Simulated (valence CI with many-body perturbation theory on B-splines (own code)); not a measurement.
## Sm48+: one-electron terms

Level of theory: configuration interaction combined with many-body perturbation theory (CI+MBPT): four valence electrons over a frozen Dirac-Fock core [Ne], a basis of 11 s, 11 p, 9 d, 7 f, 5 g, 2 h, 1 i functions for each j, with the one-electron correlation potential Σ1 (screened to all orders), the two-electron term Σ2, the three-electron term Σ3, Breit, model QED; selected single and double excitations, second order for the rest (own B-spline code, finite nucleus).

The last digits are not significant, and no measured levels were compared; by estimate large intervals hold to a few tenths of a per cent, small ones and those within an open d or f shell to about a per cent.

These are the spectroscopic orbitals of the CI (the correlating ones are not listed), shaped by the core and the other valence electrons. h is the expectation value of the core's Dirac-Fock operator, without the valence repulsion; Σ1 is computed up to l = 3 at one energy for each symmetry, that of its lowest orbital but kept below the first core excitation, so for empty shells it is not the orbital's own correlation shift; Breit and QED include the response of the core.

```
Orbital  h (hartree)  Σ1 (cm⁻¹)  Breit (cm⁻¹)  QED (cm⁻¹)  ⟨r⟩ (bohr)
  3s1/2      -171.24      -6897         24818       19929      0.2313
  4s1/2      -93.183      -2312          9607        7958      0.4285
  5s1/2      -58.458      -1058          4588        3885      0.6886
  6s1/2       -40.06       -578          2567        2188       1.009
  3p1/2      -166.72      -8905         41520         366      0.2186
  4p1/2      -91.299      -2926         16148         160      0.4196
  5p1/2      -57.511      -1347          7839        82.1      0.6824
  6p1/2      -39.519       -738          4413        47.4       1.006
  3p3/2      -160.66      -7919         24081        2280      0.2281
  4p3/2      -88.822      -2686          9333         920      0.4321
  5p3/2      -56.268      -1252          4868         458      0.6981
  6p3/2      -38.809       -691          2748         261       1.025
  3d3/2      -155.08      -9744         19201        -632      0.1961
  4d3/2      -86.687      -2714          6886        -210      0.4049
  5d3/2       -55.22      -1209          3273       -97.3      0.6745
  3d5/2      -153.67      -8881          9198         159      0.1990
  4d5/2      -86.079      -2465          3266         109      0.4085
  5d5/2      -54.907      -1099          1588        63.1      0.6789
  4f5/2      -84.925      -2350           675        -101      0.3571
  5f5/2      -54.332      -1141           460       -54.2      0.6302
  4f7/2      -84.667      -2256           183        40.8      0.3588
  5f7/2      -54.199      -1091           124        18.2      0.6322
  5g7/2       -54.08                     14.9       -23.3      0.5567
  5g9/2      -54.003                      2.5        17.4      0.5579
```

Among the shells of the start configuration 3s2 3p2, Σ1 is largest in size for 3p1/2, where it is 0.024 % of h.

Lowest root of each symmetry, sizes in configuration state functions:

```
J  Parity  Roots  Reference  Variational  Second order  Change by selected CI (cm⁻¹)  Change by second order (cm⁻¹)
0    even      8         39        17625         38193                        -10105                             -1
1    even     10         69        39996        125038                         -8782                             -4
2    even     15         97        39998        202090                         -9868                            -28
3    even      9         70        40000        237803                        -11639                            -34
4    even      5         51        39999        193817                        -11180                            -36
5    even      2         19        23452        127915                        -11254                            -19
0     odd      3         28        12036         23949                         -9488                             -3
1     odd      8         72        34750        103619                        -10976                             -4
2     odd      9         83        39997        148807                         -8382                             -8
3     odd      5         67        39999        198996                        -13553                            -15
4     odd      2         41        28892        149128                        -12524                            -13
```
